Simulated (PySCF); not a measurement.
This PySCF input asks for the NMR shieldings of SMILES CC(=O)N[C@@H]1CN[SiH2]C1, C₅H₁₂N₂OSi; the geometry comes from GFN2-xTB.

```python
import basis_set_exchange as bse
import numpy as np
from pyscf import gto, dft
from pyscf.prop import nmr

atoms = """
C     3.191285   -0.127979   -0.442825
C     1.959835   -0.921770   -0.050110
O     1.990111   -2.091463    0.267955
N     0.819907   -0.198218   -0.090525
C    -0.483433   -0.738799    0.224881
C    -1.407712   -0.596338   -0.988483
N    -1.816859    0.795087   -1.022726
Si   -1.948924    1.528367    0.525885
C    -1.117813    0.045571    1.376489
H     3.128338    0.149932   -1.492887
H     3.267587    0.776560    0.155867
H     4.075544   -0.739402   -0.289639
H     0.838047    0.767015   -0.378714
H    -0.319111   -1.790863    0.475759
H    -0.874372   -0.856172   -1.908347
H    -2.263430   -1.276283   -0.885651
H    -2.362599    1.046085   -1.829611
H    -3.303366    1.763351    1.036746
H    -1.159519    2.764480    0.530846
H    -0.364013    0.297057    2.118618
H    -1.858422   -0.579276    1.873299
"""
names = dict.fromkeys(["C", "O", "N", "Si", "H"], "pcSseg-1")
basis = {el: gto.basis.parse(bse.get_basis(n, elements=[el], fmt="nwchem")) for el, n in names.items()}
mol = gto.M(atom=atoms, basis=basis, charge=0, verbose=0)
mf = dft.RKS(mol, xc="PBE0")
mf.grids.level = 2
mf.grids.alignment = dft.numint.BLKSIZE   # the property module wants whole blocks of grid points
mf.conv_tol = 1e-9
mf.kernel()

calc = nmr.RKS(mf)   # GIAO
C = mf.mo_coeff
Co = C[:, mf.mo_occ > 0]
resp = mf.gen_response(singlet=True, hermi=2)
def vind(x):   # induced exchange potential for any number of trial vectors
    d = np.einsum("pi,xij,qj->xpq", C, 2 * x.reshape(-1, C.shape[1], Co.shape[1]), Co, optimize=True)
    return np.einsum("xpq,pi,qj->xij", resp(d - d.transpose(0, 2, 1)), C, Co, optimize=True).ravel()
mo1, _ = nmr.rhf.solve_mo1(calc, with_cphf=vind)
sigma = calc.kernel(mo1)
for i, s in enumerate(sigma):   # ppm
    w = np.linalg.eigvalsh((s + s.T) / 2)
    print("%2d %-2s iso %8.1f  s11 %8.1f  s22 %8.1f  s33 %8.1f" % (i, mol.atom_pure_symbol(i), w.mean(), *w))
```

**Question.** What does it print?

**Answer.** 
```
 0 C  iso    162.3  s11    134.4  s22    157.2  s33    195.4
 1 C  iso     20.0  s11    -71.2  s22     34.7  s33     96.4
 2 O  iso    -79.8  s11   -393.7  s22   -180.8  s33    335.1
 3 N  iso    118.6  s11      0.5  s22    152.2  s33    203.1
 4 C  iso    138.8  s11    118.9  s22    145.5  s33    152.1
 5 C  iso    129.4  s11    111.6  s22    132.8  s33    144.0
 6 N  iso    249.1  s11    200.2  s22    236.1  s33    311.0
 7 Si iso    378.4  s11    340.1  s22    359.7  s33    435.5
 8 C  iso    168.5  s11    145.5  s22    162.3  s33    197.8
 9 H  iso     29.7  s11     25.7  s22     29.3  s33     34.2
10 H  iso     29.9  s11     25.7  s22     29.9  s33     34.0
11 H  iso     29.9  s11     25.9  s22     28.0  s33     36.0
12 H  iso     26.4  s11     20.1  s22     25.8  s33     33.3
13 H  iso     26.7  s11     22.2  s22     25.9  s33     31.9
14 H  iso     28.6  s11     24.3  s22     27.4  s33     34.0
15 H  iso     28.4  s11     22.9  s22     27.1  s33     35.3
16 H  iso     31.8  s11     22.0  s22     28.6  s33     44.7
17 H  iso     26.8  s11     23.2  s22     23.9  s33     33.2
18 H  iso     26.8  s11     23.0  s22     24.4  s33     32.9
19 H  iso     30.8  s11     26.2  s22     29.1  s33     37.0
20 H  iso     30.4  s11     25.2  s22     27.2  s33     38.6
```

These numbers come from an equivalent density-fitted implementation of the same equations, which agrees with the script to about 0.01 ppm for H and up to a few tenths of a ppm for heavy atoms, so last digits may differ.

**Question.** Turn these shieldings into chemical shifts. Scale: TMS for 13C (σref 186.93) and 29Si (σref 349.16) and 1H (σref 31.72); 17O (σref 336.08) against H2O; 15N (σref 267.73) against NH3 (reference shieldings calculated alike).

**Answer.** Averaging equivalent atoms: C 1: 167.0; C 5: 57.5; C 4: 48.1; C 0: 24.6; C 8: 18.4; O 2: 415.9; N 3: 149.1; N 6: 18.6; Si 7: -29.3; H 12: 5.32; H 13: 5.06; H 18: 4.95; H 17: 4.93; H 15: 3.30; H 14: 3.14; H 9/10/11: 1.87; H 20: 1.37; H 19: 0.96; H 16: -0.06 ppm. Unscaled 17O shifts of doubly bonded oxygen tend to come out too high, by tens of ppm or more. Experimental scales use liquid or dissolved standards, which lie at an offset from isolated NH3 (liquid NH3: subtract about 20 ppm) and H2O (liquid H2O: subtract about 36 ppm).

Size and cost of the density-fitted run: 220 basis functions, 100 s wall time on 1 thread of an Arm Neoverse N1, shared host; peak memory 1.1 GiB.
